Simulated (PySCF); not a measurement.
**Basis-set dependence of population analyses: 2-chloropyridine**

2-chloropyridine, C5H4ClN.
Numbering: `[Cl:1][c:2]1[cH:3][cH:4][cH:5][cH:6][n:7]1` (hydrogens: H8 on C3; H9 on C4; H10 on C5; H11 on C6)

PBE0 throughout (PySCF), one geometry, spherical d and f functions. Isolated species at its PBE0-D3(BJ)/def2-SVP geometry, gas phase. The first 7 of 11 kinds of atom are listed.

Mulliken charges (e):

```
        basis  functions     Cl1      C2      C3      C4      C5      C6      N7
       STO-3G         43  -0.095  +0.108  -0.078  -0.069  -0.085  +0.016  -0.221
     pcSseg-0         75  +0.107  +0.007  -0.175  -0.198  -0.298  +0.111  -0.593
        6-31G         75  +0.163  -0.184  -0.095  -0.151  -0.166  -0.017  -0.344
       6-31G*        110  +0.025  +0.053  -0.162  -0.133  -0.190  -0.002  -0.367
      cc-pVDZ        122  -0.058  +0.017  +0.044  +0.062  -0.075  +0.114  -0.210
     def2-SVP        122  -0.088  +0.014  +0.019  +0.030  -0.065  +0.059  -0.133
     pcSseg-1        146  -0.072  +0.134  -0.057  -0.015  -0.186  +0.145  -0.405
  aug-cc-pVDZ        201  -0.220  -0.716  +1.723  +0.128  +1.284  -0.014  -0.223
6-311+G(2d,p)        221  +0.069  +0.014  -0.066  -0.257  +0.011  -0.065  -0.218
    def2-TZVP        247  -0.091  +0.162  -0.177  -0.114  -0.099  -0.050  -0.176
      cc-pVTZ        270  -0.102  +0.116  -0.127  -0.090  -0.130  -0.053  -0.148
     IGLO-III        294  +0.037  +0.127  -0.124  -0.050  -0.103  +0.053  -0.348
     pcSseg-2        315  -0.127  +0.254  -0.144  +0.046  -0.089  +0.132  -0.252
```

IAO charges (e):

| basis | functions | Cl1 | C2 | C3 | C4 | C5 | C6 | N7 |
| --- | --- | --- | --- | --- | --- | --- | --- | --- |
| STO-3G | 43 | -0.012 | +0.029 | -0.149 | -0.116 | -0.148 | -0.047 | -0.170 |
| pcSseg-0 | 75 | -0.024 | +0.087 | -0.175 | -0.118 | -0.179 | -0.018 | -0.242 |
| 6-31G | 75 | -0.032 | +0.094 | -0.176 | -0.120 | -0.177 | -0.026 | -0.246 |
| 6-31G* | 110 | -0.034 | +0.121 | -0.177 | -0.110 | -0.177 | 0.000 | -0.267 |
| cc-pVDZ | 122 | -0.034 | +0.127 | -0.182 | -0.114 | -0.182 | -0.002 | -0.264 |
| def2-SVP | 122 | -0.025 | +0.124 | -0.180 | -0.110 | -0.179 | 0.000 | -0.264 |
| pcSseg-1 | 146 | -0.028 | +0.122 | -0.183 | -0.114 | -0.183 | -0.002 | -0.270 |
| aug-cc-pVDZ | 201 | -0.035 | +0.132 | -0.185 | -0.115 | -0.186 | -0.002 | -0.276 |
| 6-311+G(2d,p) | 221 | -0.030 | +0.128 | -0.185 | -0.115 | -0.186 | -0.002 | -0.277 |
| def2-TZVP | 247 | -0.028 | +0.129 | -0.185 | -0.115 | -0.187 | -0.001 | -0.276 |
| cc-pVTZ | 270 | -0.031 | +0.131 | -0.185 | -0.115 | -0.186 | -0.001 | -0.274 |
| IGLO-III | 294 | -0.024 | +0.128 | -0.186 | -0.116 | -0.188 | -0.002 | -0.278 |
| pcSseg-2 | 315 | -0.029 | +0.128 | -0.186 | -0.115 | -0.187 | -0.001 | -0.276 |

Task: Which scheme is steadiest as the basis changes?

Result: Largest range over the bases for any column: IAO 0.11 e, Mulliken 1.90 e. IAO charges move least and Mulliken charges most, counted in e. Without the minimal STO-3G basis the ranges are IAO 0.05, Mulliken 1.90 e.

Task: How much do the charges still move between the two largest bases, IGLO-III and pcSseg-2?

Result: At most, over all atoms: Mulliken 0.164 e, IAO 0.005 e.

Task: What do the same runs give for the total energy, the frontier levels and the dipole moment?

Result: 
| basis | energy (Eh) | HOMO (eV) | LUMO (eV) | μ (D) |
| --- | --- | --- | --- | --- |
| STO-3G | -699.3954 | -5.62 | 1.53 | 3.59 |
| pcSseg-0 | -706.3493 | -7.79 | -1.20 | 3.92 |
| 6-31G | -707.3345 | -7.52 | -0.89 | 3.91 |
| 6-31G* | -707.4226 | -7.36 | -0.83 | 3.42 |
| cc-pVDZ | -707.4693 | -7.41 | -0.95 | 3.19 |
| def2-SVP | -707.1222 | -7.46 | -1.03 | 3.18 |
| pcSseg-1 | -707.3932 | -7.60 | -1.18 | 3.42 |
| aug-cc-pVDZ | -707.4832 | -7.54 | -1.21 | 3.34 |
| 6-311+G(2d,p) | -707.5237 | -7.53 | -1.21 | 3.34 |
| def2-TZVP | -707.5459 | -7.50 | -1.15 | 3.25 |
| cc-pVTZ | -707.5458 | -7.49 | -1.11 | 3.25 |
| IGLO-III | -707.5451 | -7.49 | -1.18 | 3.17 |
| pcSseg-2 | -707.5542 | -7.55 | -1.21 | 3.35 |

The dipole is fixed by the density alone, so its range of 0.75 D shows that the density itself changes with the basis, not only its division among atoms.
